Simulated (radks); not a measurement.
The table gives one normalised radial function P(r) = r R(r) of K+ in [Ar] (r in bohr). All-electron calculation, non-relativistic Kohn-Sham, PBE, spin-polarised, spherical densities, point nucleus. Program: a radial shooting solver on a logarithmic mesh with Libxc functionals.

| r | P |
|---|---|
| 0.002982 | 0.0019 |
| 0.004274 | 0.0038 |
| 0.006127 | 0.0076 |
| 0.008711 | 0.0150 |
| 0.01249 | 0.0298 |
| 0.0179 | 0.0582 |
| 0.02565 | 0.1112 |
| 0.03677 | 0.2063 |
| 0.05228 | 0.3624 |
| 0.07494 | 0.6091 |
| 0.1074 | 0.9457 |
| 0.154 | 1.3189 |
| 0.2207 | 1.5931 |
| 0.3138 | 1.5906 |
| 0.4497 | 1.2336 |
| 0.6446 | 0.6810 |
| 0.9239 | 0.2399 |
| 1.324 | 0.0458 |
| 1.898 | 0.0037 |
| 2.699 | 0.0001 |
| 3.869 | 0.0000 |

Which n and l does it have? It may be an empty orbital.

Answer. n = 2, l = 1: the number of nodes gives n - l - 1 = 0, the rise at small r (about r^(l+1)) gives l, and the extent must fit the shell. The curve is that of 2p. 2p: eigenvalue -286.07 eV, 0 radial nodes, <r> = 0.351 bohr, 90 % of the charge inside 0.580 bohr.
